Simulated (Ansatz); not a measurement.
Job for Ansatz (a quantum-chemistry and plane-wave program): R-B3LYP/def2-TZVPPD on HCl (SMILES Cl) with ghost functions, monomers drawn apart or pushed together. Files ending in .json are basis or fitting sets from the Basis Set Exchange.

Ansatz 0.2 input:
```yaml
crystal:
  periodic: [false, false, false]
  atoms:
    - {symbol: Cl, position_ang: [-0.17401669, -0.02806795, 0.46864118]}
    - {symbol: H, position_ang: [-0.20298857, 0.22866111, 1.76144123]}
basis:
  gaussian:
    orbitals: def2-TZVPPD.json
    ghost_atoms:
      - {symbol: C, position_ang: [-1.04142884, -0.53306442, 5.40773590]}
      - {symbol: O, position_ang: [-0.12515820, 0.39606611, 4.84646909]}
      - {symbol: C, position_ang: [1.20486880, 0.21572102, 5.31159255]}
      - {symbol: H, position_ang: [-1.08989907, -0.41436506, 6.49459474]}
      - {symbol: H, position_ang: [-0.75240817, -1.56234073, 5.16973825]}
      - {symbol: H, position_ang: [-2.01719968, -0.32254068, 4.97538758]}
      - {symbol: H, position_ang: [1.25588896, 0.36700166, 6.39428293]}
      - {symbol: H, position_ang: [1.82312548, 0.95805304, 4.81151573]}
      - {symbol: H, position_ang: [1.57297828, -0.78705817, 5.06968935]}
hamiltonian:
  xc: {name: B3LYP}
scf: {lower_state_search: off}
```

Program output:

```
WARN ansatz: RAYON_NUM_THREADS=1 ignored (pool sized by the plan → 1); use --threads N
Functional definition: B3LYP
these checks for a lower state are left out or cut short: stability, starts, cluster_reference, orbital_swaps, neighbouring_geometries, increment
integrals: 0.20 GiB planned
1199 factors; their error is unknown
mean field: 1.68 GiB planned
mean field evaluation 1: about -12539.7244 eV, gradient 1.0e1 eV
mean field evaluation 2: about -12539.7438 eV, gradient 1.1e1 eV
mean field evaluation 4: about -12539.9887 eV, gradient 3.6e-1 eV
mean field evaluation 8: about -12540.0156 eV, gradient 8.0e-4 eV
mean field -12540.01555513 eV, -460.8370717231 hartree, gradient 1.6e-6 eV, S^2 0.000000; 0 other end points of the search recorded, 0 dependent functions left out
reference -12540.01575962 eV, -460.8370792382 hartree; 9, 9 occupied and 275, 275 virtual orbitals, 1199 factors
Total energy: -12540.01575962 eV, -460.8370792382 hartree
Checks for a lower state left out: stability, starts, cluster_reference, orbital_swaps, neighbouring_geometries, increment
```

The run converged.

Cost: about 5 core-seconds (a rough figure).
